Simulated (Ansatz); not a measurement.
Species: H6B3N, SMILES `BBNB` (charge 0, multiplicity 1), formula H₆B₃N.

Task: How many basis functions does frozen-core CCSD(T)/cc-pVTZ // B3LYP-D3(BJ)/def2-TZVP (Ansatz, a program for electronic structure) use, how many core orbitals are frozen, and how many electrons are correlated?

Result: 204 basis functions and 4 frozen orbitals, which leaves 20 correlated electrons. Core time is of the order of minutes.
